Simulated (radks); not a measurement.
Results of a calculation; reference values are marked as such.
All-electron atom: Mo in [Kr] 4d5 5s1.

Level of theory: non-relativistic Kohn-Sham, TPSS, spin-polarised, spherical densities, point nucleus; open shells are filled with parallel spins first (spin-orbit coupling, left out, can overturn this in heavy ions); meta-GGA in the generalised Kohn-Sham scheme; relativity is left out, which matters for an element this heavy (a radial shooting solver on a logarithmic mesh with Libxc functionals).

Energy parts (eV):
part                       energy
total                 -108230.576
kinetic                108180.059
electron-nucleus      -257733.794
Hartree                 44634.295
exchange-correlation    -3311.137

Orbitals (lengths in bohr, moments of r in powers of bohr; r(90%) holds 90 % of the orbital's charge):
orbital	occ.	eigenvalue (eV)	<1/r>	r(90%)	<r^4>
1s down	1	-19348.26	41.50	0.0645	7.871e-06
1s up	1	-19348.25	41.50	0.0645	7.870e-06
2s up	1	-2686.787	9.356	0.244	0.001494
2s down	1	-2686.330	9.357	0.244	0.001494
2p up	3	-2472.570	9.344	0.221	0.001005
2p down	3	-2472.225	9.344	0.221	0.001005
3s up	1	-456.5661	3.244	0.649	0.07595
3s down	1	-456.3606	3.243	0.649	0.07589
3p up	3	-374.0837	3.149	0.657	0.07919
3p down	3	-373.8104	3.148	0.657	0.07907
3d up	5	-223.8294	2.967	0.662	0.08281
3d down	5	-223.3470	2.967	0.662	0.08238
4s up	1	-61.8739	1.182	1.66	3.329
4s down	1	-58.9870	1.195	1.65	3.220
4p up	3	-38.7270	1.064	1.87	5.272
4p down	3	-35.5180	1.077	1.85	5.128
4d up	5	-4.7816	0.7078	3.18	49.52
5s up	1	-4.1969	0.3557	5.39	367.5

The highest occupied level is 5s up at -4.197 eV. For comparison, the ionisation energy in NIST's Atomic Spectra Database is 7.092 eV (measured). In exact Kohn-Sham theory the highest level is minus the ionisation energy, but local and semilocal functionals leave it too shallow, through self-interaction and a potential that decays too fast; potentials with the right tail come closer.
